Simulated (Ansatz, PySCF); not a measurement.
H2OSi, charge +1, doublet, at a GFN2-xTB geometry (a state made from the parent by changing its charge; the spin is typed, not shown lowest). Base run: PySCF with WB97X-V/cc-pVTZ.

Geometry (Å):
```xyz
4

Si     0.0621    -0.4063     0.0014
O     -0.1630     1.0672    -0.0036
H     -0.8603    -1.5895     0.0019
H      1.2955    -1.2602     0.0077
```
Charge +1, spin multiplicity 2.
Orbitals are unrestricted.
All else is at PySCF's defaults.

The same geometry, method and basis name were run in Ansatz (a program for electronic structure) and PySCF, at each program's defaults and at the settings that a row names. The base is PySCF at its defaults. Differences at the defaults can come from grids, fitting, cores and function types together.

```
code and settings                                                               ΔE vs base (µEh)  basis functions      E (Eh)  SCF cycles
------------------------------------------------------------------------------  ----------------  ---------------  ----------  ----------
PySCF, defaults (exact integrals, its default grid, spherical functions)                     0.0               92  -365.45008          14
Ansatz, defaults (factorised integrals, its default grid, spherical functions)               4.6               92  -365.45008           -
PySCF, density fitting with def2-universal-jkfit                                           -36.8               92  -365.45012          14
PySCF, fine grid                                                                             0.3               92  -365.45008          14
Ansatz, high accuracy                                                                        0.1               92  -365.45008           -
```

Open shells are given as the SCF converged; they aren't shown to be the lowest states, and a large step between rows can be another state.
